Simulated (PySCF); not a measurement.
**How the method moves the HOMO and LUMO of `O[SiH2]C#C[SiH3]`**

Compound: C2H6OSi2.
Atom-mapped SMILES: `[OH:1][SiH2:2][C:3]#[C:4][SiH3:5]` (hydrogens: H6 on O1; H7, H8 on Si2; H9, H10, H11 on Si5)

Structure used (PBE0-D3(BJ)/def2-SVP), in Å, numbered top down from 1:
```
atom  x, y, z in Å
O1    -2.8014    0.7067    0.8090
Si2   -2.0114   -0.0529   -0.4381
C3    -0.1909   -0.0419   -0.1665
C4     1.0169   -0.0467    0.0391
Si5    2.8297   -0.0437    0.3300
H6    -2.6002    0.4057    1.6999
H7    -2.3392    0.7140   -1.6652
H8    -2.4218   -1.4810   -0.5795
H9     3.1161    0.6151    1.6371
H10    3.3302   -1.4483    0.3592
H11    3.5051    0.7057   -0.7681
```

Basis pcSseg-2 throughout (PySCF), one geometry. The structure is a single PBE0-D3(BJ)/def2-SVP conformer in the gas phase; no vibrational or solvent corrections.

Task: How do the orbital energies, the gap and the dipole change with the method?

Result: 
```tsv
method	kind	HOMO (eV)	LUMO (eV)	gap (eV)	μ (D)	SCF cycles
BLYP	GGA	-6.85	-1.82	5.03	1.38	16
B97-D	GGA	-6.96	-1.84	5.12	1.36	16
OPBE	GGA	-6.99	-1.86	5.13	1.33	16
KT2	GGA	-6.99	-2.03	4.97	1.36	16
PBE	GGA	-7.01	-1.98	5.02	1.38	15
KT3	GGA	-7.02	-1.95	5.06	1.32	16
BP86	GGA	-7.09	-2.05	5.05	1.38	15
LDA	LDA	-7.12	-2.20	4.92	1.46	15
B97-2	global hybrid	-7.94	-1.11	6.83	1.40	15
B3LYP	global hybrid	-7.96	-1.29	6.67	1.42	15
PBE0	global hybrid	-8.20	-1.11	7.09	1.42	15
mPW1PW91	global hybrid	-8.22	-1.11	7.11	1.42	15
BHandHLYP	global hybrid	-9.23	-0.14	9.09	1.47	13
CAM-B3LYP	range-separated hybrid	-9.51	-0.04	9.47	1.46	13
wB97X-D	range-separated hybrid	-10.04	0.65	10.70	1.43	14
HF	Hartree–Fock	-10.84	2.15	12.99	1.50	12
LC-wPBE	range-separated hybrid	-10.92	1.07	11.99	1.46	14
```

The HOMO spans 4.08 eV, from BLYP down to LC-wPBE, and the gap runs from 4.92 eV (LDA) to 12.99 eV (HF). Over the methods BLYP (0 %), B97-D (0 %), OPBE (0 %), KT2 (0 %), PBE (0 %), KT3 (0 %), BP86 (0 %), LDA (0 %), B97-2 (21 %), B3LYP (20 %), PBE0 (25 %), mPW1PW91 (25 %), BHandHLYP (50 %), HF (100 %), a straight line through the gap against the share of exact exchange rises by 0.80 eV for each 10 % (correlation coefficient 1.000). The dipole ranges from 1.32 D (KT3) to 1.50 D (HF). This basis has no diffuse functions.

The vertical ΔSCF ionisation energy at PBE0/def2-SVPD is 10.11 eV; −ε(HOMO) comes closest to it with wB97X-D (10.04 eV).
